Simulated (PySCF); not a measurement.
Bond length, frequency and bond energy of SbC⁻ by level of theory

State: ¹Σ⁺ (singlet), closed shell. Set-up: basis Sb def2-SVPD with ECP28, C def2-SVPD; scalar-relativistic core potentials; PySCF 2.14. De refers to Sb + C⁻ in their high-spin ground configurations, without counterpoise correction. A positive dipole points towards C; it is taken about the centre of mass and depends on that origin.

| Level | Re (Å) | ωe (cm⁻¹) | De (eV) | μ (D) |
| --- | --- | --- | --- | --- |
| RHF | 1.898 | 934 | n/a | -4.60 |
| RHF-MP2 | 1.952 | 797 | n/a | n/a |
| RHF-SCS-MP2 | 1.949 | 806 | n/a | n/a |
| RHF-CCSD | 1.934 | 838 | n/a | n/a |
| RHF-CCSD(T) | 1.957 | 781 | n/a | n/a |
| PBE | 1.943 | 807 | n/a | -4.57 |
| PW91 | 1.941 | 808 | n/a | -4.58 |
| r²SCAN | 1.930 | 837 | n/a | -4.60 |
| TPSSh | 1.931 | 835 | n/a | -4.56 |
| PBE0 | 1.918 | 862 | n/a | -4.69 |
| B97-3 | 1.922 | 858 | n/a | -4.77 |
| HSE06 | 1.921 | 856 | n/a | -4.68 |

(1) What does the step from GGA to meta-GGA do here, going from PBE to r²SCAN?

(2) What does second-order correlation do here, going from RHF to RHF-MP2?

(3) What does the triples do here, going from RHF-CCSD to RHF-CCSD(T)?

Correlated steps freeze 5 core orbitals. These are scalar-relativistic numbers at best; spin–orbit coupling would shift them, the dissociation energy most. The highest Kohn–Sham level is positive in this anion. Much of that is self-interaction error, but it also means that the finite basis helps to hold the extra electron. The CCSD T1 diagnostic is raised, a sign that a single reference may not be enough here.

The whole job (state search and all levels along the bond) took about 1.6 min on 1 thread of Intel Xeon 6975P-C (shared host), peak memory 0.65 GiB.

Answers

(1) r²SCAN less PBE: -1.3 pm in Re, +3.7 % in ωe. 

(2) RHF-MP2 less RHF: +5.4 pm in Re, -14.7 % in ωe. Correlation nearly always deepens the well. The bond lengthens, as in strong covalent bonds, where excitations into antibonding orbitals dominate.

(3) RHF-CCSD(T) less RHF-CCSD: +2.3 pm in Re, -6.8 % in ωe. Correlation nearly always deepens the well. The bond lengthens, as in strong covalent bonds, where excitations into antibonding orbitals dominate.
